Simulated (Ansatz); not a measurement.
Relaxation of the cluster ZrAu₁₂ (charge 0, singlet) with RKS PBE-D4/def2-SVP in Ansatz.

Positions (Å) and forces (eV/Å) at steps 23, 25, 26 of 26:

```xyz
13
step=23 energy=-45634.3756 eV
Zr   -0.133   -1.062    1.124    0.030    0.004    0.031
Au   -2.885   -1.260    1.458   -0.003    0.006   -0.006
Au    0.359    2.473   -0.105    0.003    0.003    0.009
Au   -1.616   -3.566    0.982    0.015    0.007    0.014
Au    0.283    1.469    2.516    0.015   -0.032    0.000
Au    0.581   -3.324    2.808    0.026    0.036    0.001
Au   -0.267    0.115   -1.450   -0.003   -0.001    0.010
Au    2.388   -2.247    0.696    0.012   -0.003   -0.022
Au    0.907   -4.604    0.323   -0.004   -0.003    0.012
Au    0.651   -0.843    3.800   -0.089   -0.018   -0.049
Au   -0.020   -2.534   -1.292   -0.014   -0.005    0.004
Au    2.182    0.417    0.487    0.006    0.005   -0.018
Au   -1.966    1.153    0.755    0.006    0.000    0.014
13
step=25 energy=-45634.3968 eV
Zr   -0.107   -1.063    1.119    0.016    0.001   -0.024
Au   -2.859   -1.250    1.465   -0.007    0.002    0.001
Au    0.387    2.478   -0.099   -0.009    0.000    0.009
Au   -1.580   -3.561    1.049    0.000   -0.002   -0.001
Au    0.355    1.442    2.510    0.002    0.002    0.000
Au    0.699   -3.290    2.792    0.006    0.001    0.001
Au   -0.283    0.116   -1.445   -0.002    0.004   -0.003
Au    2.407   -2.247    0.605    0.002   -0.002    0.001
Au    0.922   -4.605    0.322   -0.006   -0.002    0.009
Au    0.323   -0.866    3.858   -0.004   -0.002    0.009
Au   -0.072   -2.544   -1.289   -0.004   -0.004   -0.002
Au    2.204    0.414    0.436    0.005    0.002    0.002
Au   -1.934    1.164    0.781    0.001    0.001   -0.002
13
step=26 energy=-45634.3970 eV
Zr   -0.099   -1.062    1.110   -0.009    0.001    0.016
Au   -2.855   -1.248    1.473    0.007   -0.001    0.001
Au    0.387    2.476   -0.092    0.003   -0.004   -0.005
Au   -1.578   -3.559    1.056    0.006    0.005    0.003
Au    0.359    1.437    2.512   -0.003   -0.010   -0.002
Au    0.713   -3.283    2.792   -0.007    0.009   -0.005
Au   -0.283    0.117   -1.451    0.004   -0.005    0.006
Au    2.412   -2.248    0.595   -0.004    0.001   -0.001
Au    0.920   -4.605    0.327    0.002    0.006   -0.004
Au    0.289   -0.870    3.863   -0.001   -0.002   -0.018
Au   -0.081   -2.548   -1.293    0.002    0.006    0.005
Au    2.212    0.416    0.435   -0.006   -0.003    0.000
Au   -1.932    1.163    0.779    0.005   -0.002    0.002
```

In the def2 sets Au, Zr take a core potential; there is no spin–orbit coupling. Single mean-field runs in def2-SVP are fitted with def2-universal-jkfit. The structure comes from a short search, and lower isomers may exist.
